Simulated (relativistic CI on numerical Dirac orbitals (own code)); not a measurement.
Ligand-field terms of d5

Computed with a parametric ligand-field model of a d^n configuration (Racah B and C, spin-orbit zeta, crystal field), exact diagonalisation.

Field parameters in Wybourne normalisation: Oh B⁴₀ = 21Dq, B⁴₄ = √(5/14) B⁴₀. The field is a parameter set, without covalency, and values of 10Dq over about 45,000 cm⁻¹ lie beyond real compounds.

B = 1020 cm⁻¹, C = 4180 cm⁻¹ (C/B = 4.10), Oh, no spin-orbit coupling. Tanabe-Sugano data, E/B above the lowest term (Δ = |10Dq|; b, c mark the second and third term of a kind):

```
 Δ/B    6A1    4T1    4T2  4T1(b)    2T2    2A2
 1.0   0.00  30.33  30.47   35.84  43.60  43.67
 5.0   0.00  27.75  29.92   38.16  39.49  41.59
 9.0   0.00  24.22  28.46   41.00  32.80  38.32
13.0   0.00  20.48  26.03   43.39  25.53  34.70
17.0   0.00  16.65  22.94   45.03  18.05  30.93
21.0   0.00  12.77  19.49   45.99  10.45  27.08
25.0   0.00   8.86  15.86   46.53   2.77  23.19
29.0   4.97   9.90  17.09   51.82   0.00  24.24
33.0  12.74  13.74  21.06   59.80   0.00  28.08
37.0  20.55  17.60  25.01   67.75   0.00  31.94
41.0  28.38  21.47  28.96   75.68   0.00  35.82
45.0  36.24  25.36  32.91   83.60   0.00  39.71
```

The ground term changes from 6A1 to 2T2 between Δ/B = 25.0 and 29.0.
